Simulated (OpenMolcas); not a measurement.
Nb3+ (d2) in a complex was computed by SS-CASPT2, IPEA 0.25 Eh, imaginary shift 0.1 Eh with the d shell active (OpenMolcas, ANO-RCC-VDZP on the metal). Its lowest spin-free states, and all those of the highest spin:

| 2S+1 | Degeneracy | E (cm-1) |
| --- | --- | --- |
| 3 | 1 | 0 |
| 1 | 2 | 6370 |
| 3 | 3 | 6740 |
| 3 | 3 | 10850 |
| 1 | 1 | 11890 |
| 1 | 3 | 12560 |
| 1 | 3 | 14550 |
| 3 | 3 | 16540 |
| 1 | 2 | 20360 |
| 1 | 3 | 21810 |
| 1 | 1 | 30650 |

Problem. Is the site octahedral, tetrahedral or cube-like, axial, or of lower symmetry?

Solution. The states with 2S+1 = 3 have orbital degeneracies 1, 3, 3, 3. Threefold states need a cubic site. For d2 at this spin an octahedron puts the threefold T1 below the threefold T2 and a tetrahedron or cube puts the single A2 below the threefold T2, so the site is a tetrahedron or a cube, which this pattern cannot tell apart. The first gap at this spin, 6740 cm-1, is |10Dq| in ligand-field theory. The run had Nb3+ with 4 ligands (bromide) in tetrahedral coordination (Td) at 2.5 Å. A charge of +0.25 e stands 3.2 Å behind each ligand. Ligand basis ANO-RCC-VDZP.

Roots that are degenerate in the reference are averaged as groups; the widest CASPT2 spread within a group is 520 cm-1 (the 3-fold group of multiplicity 3 near 16500 cm-1 above the lowest state of its run). Shifts and gaps below about the spread of the groups concerned are not significant. Over all roots computed the reference weight is 0.73 to 0.75; a low but even weight reflects the number of correlated electrons. The least metal-like active orbital is 77 % on the metal (Löwdin) and no ligand orbital is active, so the numbers are rough. Ligand-to-metal charge-transfer states are missing. These CASPT2 states fit no ligand-field parameters well, so their order and spin gaps are uncertain. With no ligand orbital active B as a rule stays too high, so bands that hang on it stand too high and its fall with covalency is understated. With one d shell and no ligand orbital active, 10Dq can be off by a tenth or more. No measured value stands beside these numbers; the geometry is a model, was not optimised and need not be the one that this ion takes.
